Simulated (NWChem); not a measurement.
# Correlation energy of OSe

```
O
Se 1 1.6566
```
Charge 0, spin multiplicity 3.

Everything below was run with NWChem. The geometry was optimised at UB3LYP/def2-SVP, a minimum by its harmonic frequencies.

Basis set: def2-SVP. Each correlation energy counts from its own Hartree-Fock reference.

The Hamiltonian is non-relativistic. The correlated methods keep 10 core orbitals frozen. The structure started from a generated list of species. The unpaired electrons of the parent sit in orbitals of symmetry b1 and b2 (C2v labels of the run); other states weren't searched. No SCF solution was tested for a lower state. Open-shell Hartree-Fock references start from PBE0 orbitals. No row is a measurement; the coupled-cluster row has its own basis-set and correlation limits.

Problem. For the correlation energy, CCSD on ROHF gives -420.2 mHa and CCSD[T] on UHF gives -420.9 mHa. What do UMP2, CCSD[T] on ROHF, CCSD on UHF give?

Solution. UMP2: -408.3 mHa; CCSD[T] on ROHF: -437.1 mHa; CCSD on UHF: -406.1 mHa.
